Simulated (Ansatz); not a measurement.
`C[SiH](F)N[SiH2]F`, relaxed with RKS PBE-D4/def2-SVP in Ansatz from a rough embedded geometry. The force threshold is 0.03 eV/Å; the program also tests the step.

Total charge 0; spin multiplicity 1.

Start:

```xyz
13

C    -1.558   -0.958    0.016
Si   -0.371   -0.012    1.031
F    -0.314   -0.779    2.430
N     1.231    0.066    0.548
Si    1.413    0.986   -0.840
F     0.619    0.291   -2.058
H    -1.699   -0.452   -0.990
H    -1.135   -1.932   -0.224
H    -2.536   -1.050    0.418
H    -0.868    1.384    1.252
H     1.502   -0.938    0.261
H     2.822    1.061   -1.187
H     0.894    2.332   -0.657
```

(1) How much energy does the relaxation release, and in how many steps? (Best estimate.)

(2) Which bonds change most? (Best estimate.)

(3) Give the relaxed structure. (Estimate.)

## Answers

(1) The calculation gave: 19.13 kcal/mol, in 14 steps.

(2) The calculation gave: Si2–N4 from 1.675 to 1.746 Å; N4–Si5 from 1.674 to 1.738 Å; N4–H11 from 1.079 to 1.026 Å; Si2–F3 from 1.597 to 1.646 Å.

(3) Computed: 
```xyz
13

C    -1.802   -1.332    0.312
Si   -0.594    0.011    0.788
F    -0.232   -0.209    2.379
N     0.860   -0.079   -0.175
Si    1.780    1.230   -0.853
F     1.372    1.507   -2.420
H    -2.127   -1.214   -0.741
H    -1.339   -2.335    0.421
H    -2.700   -1.306    0.961
H    -1.128    1.404    0.651
H     1.205   -1.023   -0.381
H     3.236    0.874   -0.861
H     1.468    2.474   -0.084
```
